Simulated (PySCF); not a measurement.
Heteronuclear NMR

Mapped SMILES: `[CH3:1][C:2](=[O:3])/[CH:4]=[CH:5]/[O:6][SiH2:7][PH2:8]`. Hydrogens are named by the atom that carries them.

- GFN2-xTB geometry
- shielding tensors at PBE0/pcSseg-1 (GIAO)
- program: PySCF
- a single conformation, no relativistic terms, no solvent, equivalent nuclei averaged

Question: What are the 31P shifts?

Answer: 
| atoms | environment | σ (ppm) | δ (ppm) |
| --- | --- | --- | --- |
| P8 | phosphorus bonded to Si, 2 H | 618.5 | -242.3 |

Shieldings were converted by a linear fit to measured shifts: 31P: δ = 270.09 − 0.828σ (rms 18.1 ppm, 64 shifts vs H3PO4, solution or neat liquid). A few per cent of atoms miss by over 2 rms, more outside the fitted compound classes.

On a 600 MHz spectrometer 31P resonates near 242.9 MHz, so 1 ppm is 242.9 Hz.

Question: Predict the 29Si NMR data.

Answer: 
```tsv
atoms	environment	σ (ppm)	δ (ppm)
Si7	silicon bonded to O, P, 2 H	364.2	-19.4
```

Shieldings were converted by a linear fit to measured shifts: 29Si (scatter 8.9 ppm rms, 25.8 ppm with the 6 outliers that the fit left out vs TMS, solution or neat liquid). Occasional misses reach two or three times the rms, and more in compound classes unlike the fitted ones.

On a 400 MHz spectrometer 29Si resonates near 79.5 MHz, so 1 ppm is 79.5 Hz.

Question: Where does 17O resonate?

Answer: 
| atoms | environment | σ (ppm) | δ (ppm) |
| --- | --- | --- | --- |
| O3 | ketone oxygen | -262.9 | 506.2 |
| O6 | oxygen bonded to C, Si | 217.9 | 68.2 |

Shieldings were converted by a linear fit to measured shifts: 17O (scatter 10.7 ppm rms, 12.2 ppm with the 3 outliers that the fit left out vs liquid water, solution or neat liquid). Occasional misses reach two or three times the rms, and more in compound classes unlike the fitted ones.

On a 400 MHz spectrometer 17O resonates near 54.2 MHz, so 1 ppm is 54.2 Hz.
